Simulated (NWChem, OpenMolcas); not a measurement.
**How basis sets differ on InSiH4F (SMILES [F][InH][SiH3])**

InSiH4F has 7 atoms, charge 0, and is taken as a singlet. SMILES: `[F][InH][SiH3]`. Geometry: relaxed at PBE0-D4/def2-TZVP.

Each level gives the dipole moment (D). The values are calculated.

```
                               level          kind     program  value (D)  CPU time
                   HF/ANO-R0 (sfX2C)  Hartree–Fock  OpenMolcas       0.50     8.6 s
                HF/ANO-RCC-MB (DKH2)  Hartree–Fock  OpenMolcas       2.74     9.6 s
                           HF/STO-3G  Hartree–Fock      NWChem       1.72     9.5 s
                            HF/3-21G  Hartree–Fock  OpenMolcas       2.92     5.6 s
        HF/def2-SVP (core potential)  Hartree–Fock      NWChem       3.46      21 s
HF/ANO-RCC-VDZP (DKH2, RICD fitting)  Hartree–Fock  OpenMolcas       4.01      30 s
```

All-electron rows without a relativistic Hamiltonian named are non-relativistic, while core potentials hold scalar relativity, so basis and relativity change together. The values span 0.50 to 4.01 D. Magnitudes only. Sets without polarisation functions give poor dipoles. CPU times are rough (shared hosts, several kinds of processor and program).
